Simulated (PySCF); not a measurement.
Below is a simulated gas-phase Si 2p photoelectron spectrum of `C1C[N]([GeH2][SiH3])CC1`.

Every computed line was given a Gaussian of 0.5 eV full width at half maximum and an area set by the number of equivalent atoms (split 2:1 within a doublet); the highest printed point is 100. Method used: delta-SCF UKS SCAN, pcX-2 on the ionised atom, pcseg-1 elsewhere, spin-free X2C (PySCF).

binding energy (eV), intensity and a bar:
```
    105.8          0 
    105.9          1 
    106.0          5 #
    106.1         14 ####
    106.2         33 ##########
    106.3         59 ##################
    106.4         86 ##########################
    106.5        100 ##############################
    106.6         95 ############################
    106.7         75 ######################
    106.8         55 ################
    106.9         46 ##############
    107.0         48 ##############
    107.1         51 ###############
    107.2         49 ###############
    107.3         38 ###########
    107.4         24 #######
    107.5         12 ###
    107.6          5 #
    107.7          2 
    107.8          0
```

Q: How many maxima does the curve show, and how many computed lines lie under it?

A: The curve has 2 maxima (at 106.5 and 107.1 eV). Under it lie 2 lines from 1 inequivalent silicon site, drawn as a 2p3/2, 2p1/2 pair.

Q: Decompose the envelope and assign each component. Numbering: `[SiH3:1][GeH2:2][N:3]1[CH2:4][CH2:5][CH2:6][CH2:7]1`.

A: 
```json
{"position (eV)": "106.52", "relative area": "0.67", "line": "Si 2p3/2", "atoms": "Si1", "environment": "SiH3 silicon"}
{"position (eV)": "107.14", "relative area": "0.33", "line": "Si 2p1/2", "atoms": "Si1", "environment": "SiH3 silicon"}
```

Q: What are the centre and the root-mean-square width of the whole band?

A: The area-weighted mean of the lines is 106.73 eV. Their own spread about it is 0.29 eV (rms) and each Gaussian has σ = 0.5/2.355 = 0.21 eV; the variances add, which gives 0.36 eV.

The curve has no shake-up lines and no vibrational structure. Spin–orbit coupling isn't in the SCF: each 2p doublet comes from a relaxed spin-free hole plus a matrix of the shell (mean-field spin–orbit coupling and the ground-state 2p splitting), with 2p3/2 averaged over its two sublevels. 2p1/2 minus 2p3/2 (ligand field included): Si 0.62 eV. Geometry: PBE0-D3(BJ)/def2-SVP, one conformer, isolated molecule.
